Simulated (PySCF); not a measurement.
PySCF input for C₅H₇FO, SMILES O1C[C@@H](/C1=C/F)C, TDA-CAM-B3LYP/def2-SVPD. Geometry optimised at B3LYP-D3(BJ)/def2-SVP. The structure was generated by enumeration; whether it is a known compound was not checked.

```python
import numpy as np
from pyscf import gto, scf, dft, tdscf

mol = gto.M(
    atom='''
    C    -2.02725495   -1.07684361    0.01801352
    C    -1.07048342   -0.10030966   -0.65052040
    C    -1.12278379    1.38703387   -0.21201409
    O     0.25921080    1.32890865    0.22515795
    C     0.34140902   -0.00320949   -0.11091995
    C     1.35678266   -0.85182324    0.05216215
    F     2.52702033   -0.48750987    0.60387337
    H    -2.00211011   -0.96560495    1.11330885
    H    -3.06160670   -0.91178724   -0.32486499
    H    -1.75686410   -2.11720274   -0.22128951
    H    -1.10146947   -0.21667364   -1.74628825
    H    -1.80151232    1.60234610    0.62991076
    H    -1.26394070    2.13328473   -1.00928824
    H     1.30461673   -1.89712971   -0.25793972
    ''',
    basis='def2-SVPD',
    charge=0,
    spin=0,
    max_memory=1600,
    verbose=4,
)
mf = dft.RKS(mol, xc='cam-b3lyp').density_fit(auxbasis='def2-universal-jkfit')
mf.grids.level = 3
mf.conv_tol = 1e-9
mf.max_cycle = 100
mf.kernel()
mf.grids = dft.Grids(mol).set(level=1).build(with_non0tab=True)  # coarser grid for the response kernel
td = tdscf.TDA(mf)
td.singlet = True
td.nstates = 6
td.conv_tol = 1e-4
td.positive_eig_threshold = 1e-6
td.kernel(x0=td.get_init_guess(mf, 11))
td.analyze()
tt = tdscf.TDA(mf)
tt.singlet = False
tt.nstates = 2
tt.conv_tol = 1e-4
tt.positive_eig_threshold = 1e-6
tt.kernel(x0=tt.get_init_guess(mf, 7))
tt.analyze(verbose=3)
```

Output:

```
PySCF version 2.14.0

[INPUT] verbose = 4
[INPUT] num. atoms = 14
[INPUT] num. electrons = 54
[INPUT] charge = 0
[INPUT] spin (= nelec alpha-beta = 2S) = 0
[INPUT] symmetry False subgroup None
[INPUT] Mole.unit = angstrom
[INPUT] Symbol           X                Y                Z      unit          X                Y                Z       unit  Magmom
[INPUT]  1 C     -2.027254950000  -1.076843610000   0.018013520000 AA   -3.830956640169  -2.034939501888   0.034040619339 Bohr   0.0
[INPUT]  2 C     -1.070483420000  -0.100309660000  -0.650520400000 AA   -2.022920484688  -0.189557785048  -1.229305394443 Bohr   0.0
[INPUT]  3 C     -1.122783790000   1.387033870000  -0.212014090000 AA   -2.121753860201   2.621114139796  -0.400648564649 Bohr   0.0
[INPUT]  4 O      0.259210800000   1.328908650000   0.225157950000 AA    0.489837420529   2.511273393065   0.425486860269 Bohr   0.0
[INPUT]  5 C      0.341409020000  -0.003209490000  -0.110919950000 AA    0.645169544256  -0.006065057100  -0.209608327250 Bohr   0.0
[INPUT]  6 C      1.356782660000  -0.851823240000   0.052162150000 AA    2.563947637959  -1.609712630140   0.098572177568 Bohr   0.0
[INPUT]  7 F      2.527020330000  -0.487509870000   0.603873370000 AA    4.775376334908  -0.921260137322   1.141155283218 Bohr   0.0
[INPUT]  8 H     -2.002110110000  -0.965604950000   1.113308850000 AA   -3.783439779123  -1.824728900024   2.103848818554 Bohr   0.0
[INPUT]  9 H     -3.061606700000  -0.911787240000  -0.324864990000 AA   -5.785598164133  -1.723028167473  -0.613905858560 Bohr   0.0
[INPUT] 10 H     -1.756864100000  -2.117202740000  -0.221289510000 AA   -3.319991987080  -4.000933328779  -0.418176568139 Bohr   0.0
[INPUT] 11 H     -1.101469470000  -0.216673640000  -1.746288250000 AA   -2.081475632870  -0.409453838013  -3.300006527046 Bohr   0.0
[INPUT] 12 H     -1.801512320000   1.602346100000   0.629910760000 AA   -3.404364894830   3.027995285765   1.190358819317 Bohr   0.0
[INPUT] 13 H     -1.263940700000   2.133284730000  -1.009288240000 AA   -2.388501760691   4.031323885417  -1.907278354344 Bohr   0.0
[INPUT] 14 H      1.304616730000  -1.897129710000  -0.257939720000 AA    2.465368317226  -3.585055574676  -0.487435427447 Bohr   0.0

nuclear repulsion = 300.784999620478
number of shells = 86
number of NR pGTOs = 286
number of NR cGTOs = 202
basis = def2-SVPD
ecp = {}


[settings echo left out]
init E= -370.348945905239
  HOMO = -0.24239717694781  LUMO = -0.00480412063421731  gap/eV = 6.46524
cycle= 1 E= -369.246484523591  delta_E=  1.1  |g|= 0.663  |ddm|= 5.68
  HOMO = -0.242061698315894  LUMO = 0.0338568536158617  gap/eV = 7.50813
cycle= 2 E= -369.188634082807  delta_E= 0.0579  |g|= 0.907  |ddm|= 1.79
  HOMO = -0.283635999772295  LUMO = 0.0399186285753474  gap/eV = 8.80437
cycle= 3 E= -369.332026231566  delta_E= -0.143  |g|= 0.0755  |ddm|= 1.02
  HOMO = -0.284542576170078  LUMO = 0.0405931094447256  gap/eV = 8.84739
cycle= 4 E= -369.332906796043  delta_E= -0.000881  |g|= 0.0366  |ddm|= 0.145
  HOMO = -0.285830028843891  LUMO = 0.0410331802887285  gap/eV = 8.89440
cycle= 5 E= -369.333173566601  delta_E= -0.000267  |g|= 0.011  |ddm|= 0.0597
  HOMO = -0.285441756481257  LUMO = 0.0412087809693  gap/eV = 8.88861
cycle= 6 E= -369.333195430351  delta_E= -2.19e-05  |g|= 0.00355  |ddm|= 0.0174
  HOMO = -0.285478881753379  LUMO = 0.0411261541957906  gap/eV = 8.88738
cycle= 7 E= -369.333198161128  delta_E= -2.73e-06  |g|= 0.0003  |ddm|= 0.00477
  HOMO = -0.285489789899911  LUMO = 0.0411183635552073  gap/eV = 8.88746
cycle= 8 E= -369.33319820326  delta_E= -4.21e-08  |g|= 0.000103  |ddm|= 0.00127
  HOMO = -0.285485199136046  LUMO = 0.0411185428806959  gap/eV = 8.88734
cycle= 9 E= -369.333198206264  delta_E= -3e-09  |g|= 4.09e-05  |ddm|= 0.000319
  HOMO = -0.285486183340327  LUMO = 0.0411193407197388  gap/eV = 8.88739
cycle= 10 E= -369.333198206758  delta_E= -4.94e-10  |g|= 1.08e-05  |ddm|= 0.000107
  HOMO = -0.285486587787163  LUMO = 0.0411187425169679  gap/eV = 8.88738
Extra cycle  E= -369.333198206764  delta_E= -5.34e-12  |g|= 1.12e-05  |ddm|= 4.21e-05
converged SCF energy = -369.333198206764
tot grids = 53688
Overwritten attributes  positive_eig_threshold  of <class 'pyscf.tdscf.rks.TDA'>


******** <class 'pyscf.tdscf.rks.TDA'> for <class 'pyscf.df.df_jk.DFRKS'> ********
nstates = 6 singlet
deg_eia_thresh = 1.000e-03
wfnsym = None
conv_tol = 0.0001
eigh lindep = 1e-12
eigh level_shift = 0
eigh max_cycle = 100


Excitation energies (eV)
[5.78908797 6.34455288 6.87845638 7.07105548 7.56707052 7.68139238]

** Singlet excitation energies and oscillator strengths **
Excited State   1:      5.78909 eV    214.17 nm  f=0.0080
      27 -> 28        0.15891
      27 -> 29        0.65055
      27 -> 44        0.10801
Excited State   2:      6.34455 eV    195.42 nm  f=0.0452
      27 -> 28        0.63725
      27 -> 29       -0.11759
      27 -> 30       -0.10160
      27 -> 32        0.18659
      27 -> 35        0.12941
Excited State   3:      6.87846 eV    180.25 nm  f=0.0077
      27 -> 28       -0.11926
      27 -> 30       -0.55998
      27 -> 31       -0.32327
      27 -> 33       -0.17412
Excited State   4:      7.07106 eV    175.34 nm  f=0.0945
      27 -> 30        0.32483
      27 -> 31       -0.58563
      27 -> 37        0.10791
Excited State   5:      7.56707 eV    163.85 nm  f=0.3324
      27 -> 28        0.16469
      27 -> 29       -0.13076
      27 -> 30       -0.10535
      27 -> 32       -0.62547
      27 -> 33       -0.10022
Excited State   6:      7.68139 eV    161.41 nm  f=0.0004
      27 -> 30        0.14013
      27 -> 32        0.12561
      27 -> 33       -0.60929
      27 -> 35       -0.20755

** Transition electric dipole moments (AU) **
state          X           Y           Z        Dip. S.      Osc.
  1        -0.0951     -0.0365      0.2137      0.0561      0.0080
  2        -0.5153      0.1119      0.1121      0.2906      0.0452
  3         0.1326     -0.1617      0.0457      0.0458      0.0077
  4         0.4168     -0.5630      0.2338      0.5453      0.0945
  5        -1.1242      0.7128     -0.1456      1.7930      0.3324
  6        -0.0158      0.0454     -0.0089      0.0024      0.0004

** Transition velocity dipole moments (imaginary part, AU) **
state          X           Y           Z        Dip. S.      Osc.
  1         0.0037      0.0064     -0.0215      0.0005      0.0016
  2        -0.0896     -0.0216      0.0383      0.0100      0.0285
  3         0.0099     -0.0172      0.0302      0.0013      0.0034
  4         0.0652     -0.0446      0.0486      0.0086      0.0221
  5        -0.1994      0.0476     -0.0404      0.0436      0.1046
  6         0.0007      0.0046      0.0100      0.0001      0.0003

** Transition magnetic dipole moments (imaginary part, AU) **
state          X           Y           Z
  1         0.5868     -0.5151      0.0472
  2        -0.0578      0.3793      0.0095
  3         0.1756      0.2644      0.1049
  4        -0.0784     -0.1047      0.2479
  5         0.0509     -0.3931     -0.3856
  6        -0.2518     -0.2713     -0.0177


******** <class 'pyscf.tdscf.rks.TDA'> for <class 'pyscf.df.df_jk.DFRKS'> ********
nstates = 2 triplet
deg_eia_thresh = 1.000e-03
wfnsym = None
conv_tol = 0.0001
eigh lindep = 1e-12
eigh level_shift = 0
eigh max_cycle = 100


Excitation energies (eV)
[4.1742812  5.43676464]

** Triplet excitation energies and oscillator strengths **
Excited State   1:      4.17428 eV    297.02 nm  f=0.0000
Excited State   2:      5.43676 eV    228.05 nm  f=0.0000
```

The run converged.

Cost: about 5 core-minutes (a rough figure).
